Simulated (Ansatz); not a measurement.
```yaml
crystal:
  periodic: [false, false, false]
  atoms:
    - {symbol: B, position_ang: [-0.301559, 1.623209, -0.072823]}
    - {symbol: N, position_ang: [0.030656, 0.264046, -0.076718]}
    - {symbol: C, position_ang: [1.351219, -0.209408, -0.483222]}
    - {symbol: Si, position_ang: [-1.121813, -0.938741, 0.411549]}
    - {symbol: Cl, position_ang: [-0.453460, -1.906440, 2.099848]}
    - {symbol: H, position_ang: [0.509883, 2.425970, -0.437230]}
    - {symbol: H, position_ang: [-1.392871, 1.954591, 0.289399]}
    - {symbol: H, position_ang: [1.951953, 0.634099, -0.822269]}
    - {symbol: H, position_ang: [1.274486, -0.934272, -1.299220]}
    - {symbol: H, position_ang: [1.866515, -0.693193, 0.350888]}
    - {symbol: H, position_ang: [-1.224996, -1.979970, -0.637159]}
    - {symbol: H, position_ang: [-2.413111, -0.295292, 0.710857]}
basis:
  gaussian: {orbitals: def2-TZVPP}
total_charge: -1
magnetization: {spin_polarized: true, initial_magnetization: 1}
hamiltonian: {xc: {name: B97M-V}}
accuracy: high
charge: 1
```

```sh
$ ansatz run in.yaml --threads 4 --pin off --events-out ev --progress --plain --max-ram 10444MiB
```

(1) How does Ansatz answer? (Best estimate.)

## Answers

(1) Computed: The program refused the input.
```
Error: YAML parse error: error: line 22 column 1: unknown field `charge`, expected one of crystal, accuracy, basis, kpoints, hamiltonian, magnetization, projection, total_charge, correlation, batch, efield, external_charges, scf, relax, neb, saddle, md, ramp, phonons, dielectric, real_time, elastic, magnetic_configurations, gw, evaluate, workflow, output, checkpoint, execution
20 | hamiltonian: {xc: {name: B97M-V}}
21 | accuracy: high
22 | charge: 1
```
